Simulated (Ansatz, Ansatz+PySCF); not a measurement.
```xyz
6

C    -0.0258   -0.0088   -1.1099
S     0.0283   -0.0187    0.6579
H    -0.0118   -1.1245   -1.4832
H    -0.9293    0.4768   -1.5148
H     0.8967    0.4321   -1.5932
H    -0.0475    1.2636    0.8444
```

Basis set: def2-SVP (spherical functions). Frozen core: 6 orbitals. Charge 0, multiplicity 1.

Computed with Ansatz (development build ahead of 0.2.0); each method stands on the lowest determinant of its kind that the runs found. Restricted open shells among the atoms or ions are ROHF, correlated in semicanonical orbitals with singles. Restricted functionals stand beside restricted open-shell atoms, which can lie above the unrestricted atoms usual in DFT and then raise those values.

The atomization energy at this shape (free ground-state atoms in the same class of orbitals less the molecule, no zero-point energy) of singlet CH₄S:

| method | atomization energy |
| --- | --- |
| ωB97X (restricted) | 20.41 eV |
| ωB97X (unrestricted) | 20.29 eV |
| r²SCAN (restricted) | 20.44 eV |
| r²SCAN (unrestricted) | 20.31 eV |
| PBE0 (unrestricted) | 20.28 eV |
| PBE0 (restricted) | 20.36 eV |
| PBE (restricted) | 20.57 eV |
| PBE (unrestricted) | 20.50 eV |
| RHF-CCSD(T) | 19.23 eV |
| RHF-MP2 | 19.12 eV |
| RHF | 15.18 eV |

(1) What does UHF give?

## Answers

(1) 14.97 eV. Caution: the shape is not the minimum.
